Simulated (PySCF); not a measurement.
PySCF was given this input:
```python
from pyscf import gto, scf, mp

mol = gto.M(
    atom='''
B     0.69743449    0.01758553    0.01585591
N    -0.54198802   -0.01075454   -0.01043728
H     1.83680038    0.04037551    0.03791482
H    -1.53005672   -0.05302143   -0.04413341
''',
    basis='pcseg-1',
    charge=1,
    spin=3,
    verbose=4,
)

mf = scf.UHF(mol)
mf.kernel()

pt = mp.MP2(mf)
pt.kernel()
print('E(MP2) = %.10f' % pt.e_tot)
mf.analyze()
```

Q: Give the MP2 correlation energy at the level MP2/pcseg-1 in PySCF.

A: -0.1490 Eh

Q: What is the computed SCF-reference <S^2> (MP2/pcseg-1)?

A: 3.783

Q: What is the computed total energy (MP2/pcseg-1)?

A: -2172.2747 eV

Q: Give the nuclear repulsion energy at the level MP2/pcseg-1.

A: 23.9013 Eh

These values belong to the state on which the SCF converged, which isn't shown to be the lowest.
